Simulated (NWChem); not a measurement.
Molecule: NbNH2SF2; SMILES [NH2][Nb]([F])([F])=[S]

```xyz
7

Nb     0.0149    -0.1300     0.0000
S      0.0683     2.0294     0.0000
F      0.8240    -0.8376     1.5429
F      0.8240    -0.8376    -1.5429
N     -1.8865    -0.5716     0.0000
H     -2.6838     0.0723     0.0000
H     -2.2145    -1.5470     0.0000
```
Atoms are numbered in this order, from 1.

Level: PBE-D3(BJ)/def2-SVP with def2 effective core potentials on Nb (NWChem), optimised geometry, unscaled harmonic frequencies. def2 effective core potentials on Nb; no spin-orbit coupling.

List the harmonic frequencies with IR intensities, and the thermochemistry.


| frequency (cm⁻¹) | IR intensity (km/mol) |
|---|---|
| 163 | 1.8 |
| 164 | 10.5 |
| 176 | 0.3 |
| 176 | 3.7 |
| 193 | 1.3 |
| 348 | 11.0 |
| 500 | 176.2 |
| 530 | 4.5 |
| 581 | 31.0 |
| 674 | 113.0 |
| 696 | 122.0 |
| 707 | 97.1 |
| 1443 | 29.3 |
| 3440 | 87.3 |
| 3555 | 54.6 |

```
Property                                                                            Value
-----------------------------------------------------------------------  ----------------
zero-point energy                                                           19.1 kcal/mol
thermal correction to the enthalpy at 298.15 K (with zero-point energy)     24.2 kcal/mol
heat capacity Cv                                                         23.0 cal/(mol K)
entropy at 298.15 K and 1 atm (symmetry number 1)                        85.0 cal/(mol K)
```

Rigid rotor and harmonic oscillator.
